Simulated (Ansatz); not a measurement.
Method: Ansatz (a first-principles code) with r2SCAN-D4/def2-TZVP. No frequencies were computed at this level.

Ansatz 0.2 input:
```yaml
crystal:
  periodic: [false, false, false]
  atoms:
    - { symbol: B, position_ang: [0.000009, -0.000017, 0.000355] }
    - { symbol: H, position_ang: [-0.67332, -0.950123, 0.001446] }
    - { symbol: H, position_ang: [-0.486202, 1.058094, 0.000637] }
    - { symbol: H, position_ang: [1.159513, -0.107954, -0.002437] }
basis:
  gaussian: { orbitals: def2-tzvp }
hamiltonian:
  xc: r2scan
  dispersion: d4
relax:
  max_steps: 150
```

Output:

```
Functional definition: r2SCAN
301 factors; their error is unknown
mean field evaluation 1: about -722.2728 eV, gradient 1.8e1 eV
mean field evaluation 2: about -722.9100 eV, gradient 1.2e1 eV
mean field evaluation 4: about -723.4093 eV, gradient 5.4e-2 eV
mean field evaluation 8: about -723.4023 eV, gradient 1.0e-3 eV
mean field -723.40228164 eV, -26.5845435107 hartree, gradient 5.1e-5 eV, S^2 0.000000; 0 other end points of the search recorded, 0 dependent functions left out
reference -723.40229201 eV, -26.5845438918 hartree; 4, 4 occupied and 45, 45 virtual orbitals, 301 factors
relax step   1: F+E_penalty+E_count = -723.40614876 eV  Δ(F+E_penalty+E_count) = +0.000e0 eV  max|allowed force component| = 7.131e-1 eV/Å  Δτ_max = 0.0000 Å  (19 SCF iters, accepted)
these checks for a lower state are left out or cut short: starts, cluster_reference, orbital_swaps, neighbouring_geometries, increment
301 factors; their error is unknown
mean field evaluation 16: about -723.4288 eV, gradient 9.7e-4 eV
mean field -723.42882819 eV, -26.5855190784 hartree, gradient 1.4e-5 eV, S^2 0.000000; 0 other end points of the search recorded, 0 dependent functions left out
reference -723.42883862 eV, -26.5855194615 hartree; 4, 4 occupied and 45, 45 virtual orbitals, 301 factors
relax step   2: F+E_penalty+E_count = -723.43269893 eV  Δ(F+E_penalty+E_count) = -2.655e-2 eV  max|allowed force component| = 2.038e-1 eV/Å  Δτ_max = 0.0194 Å  (23 SCF iters, accepted)
these checks for a lower state are left out or cut short: starts, cluster_reference, orbital_swaps, neighbouring_geometries, increment
301 factors; their error is unknown
mean field -723.42994346 eV, -26.5855600637 hartree, gradient 1.5e-5 eV, S^2 0.000000; 0 other end points of the search recorded, 0 dependent functions left out
reference -723.42995391 eV, -26.5855604478 hartree; 4, 4 occupied and 45, 45 virtual orbitals, 301 factors
relax step   3: F+E_penalty+E_count = -723.43381634 eV  Δ(F+E_penalty+E_count) = -1.117e-3 eV  max|allowed force component| = 1.840e-1 eV/Å  Δτ_max = 0.0139 Å  (24 SCF iters, accepted)
these checks for a lower state are left out or cut short: starts, cluster_reference, orbital_swaps, neighbouring_geometries, increment
301 factors; their error is unknown
mean field evaluation 32: about -723.4314 eV, gradient 1.5e-5 eV
mean field -723.43140376 eV, -26.5856137286 hartree, gradient 1.5e-5 eV, S^2 0.000000; 0 other end points of the search recorded, 0 dependent functions left out
reference -723.43141421 eV, -26.5856141126 hartree; 4, 4 occupied and 45, 45 virtual orbitals, 301 factors
relax step   4: F+E_penalty+E_count = -723.43527653 eV  Δ(F+E_penalty+E_count) = -1.460e-3 eV  max|allowed force component| = 1.297e-3 eV/Å  Δτ_max = 0.0118 Å  (24 SCF iters, accepted)
301 factors; their error is unknown
mean field -723.43140376 eV, -26.5856137286 hartree, gradient 1.7e-5 eV, S^2 0.000000; 1 other end points of the search recorded, 0 dependent functions left out
reference -723.43141421 eV, -26.5856141126 hartree; 4, 4 occupied and 45, 45 virtual orbitals, 301 factors
Total energy: -723.43528698 eV, -26.5857564343 hartree
Atom 0 at     0.000002     0.000004     0.000084 Å, force     0.000000    -0.000007    -0.001297 eV/Å
Atom 1 at    -0.689266    -0.972722     0.001573 Å, force    -0.000362    -0.000506     0.000433 eV/Å
Atom 2 at    -0.497774     1.083287     0.000745 Å, force    -0.000261     0.000568     0.000433 eV/Å
Atom 3 at     1.187038    -0.110569    -0.002402 Å, force     0.000623    -0.000055     0.000431 eV/Å
Dipole moment:     0.000000     0.000001     0.000051 e Å
```

Cost: about 2.5 core-seconds (a rough figure).
